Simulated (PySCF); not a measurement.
Ge(I)(NH2) (GeH2IN), SMILES [NH2][Ge][I] (connectivity only; charge and spin as stated), neutral, multiplicity 1. The structure is a stationary point at r2SCAN-D4/def2-SVP. The def2 effective core potentials stand for the cores of I; spin–orbit coupling is left out. Other conformers were not sampled.

Computed with PySCF with r2SCAN-D4/def2-SVP.

Harmonic wavenumbers (cm⁻¹): 176, 225, 459, 505, 689, 726, 1506, 3529, 3653. Rotational constants (GHz): 11.43, 1.352, 1.209; symmetry number 1.

Task: Work out the zero-point energy and the ideal-gas rigid-rotor harmonic-oscillator thermochemistry at 298.15 K and 1 atm.

Result: ZPE = ½ Σ hcν = ½ × 11469 cm⁻¹ = 16.40 kcal/mol. H − E(el) = 19.91 kcal/mol. Entropy in cal/(mol K): translation 42.01, rotation 27.25, vibration 6.31, total 75.56. G − E(el) = -2.62 kcal/mol. Cp = 15.91 cal/(mol K).
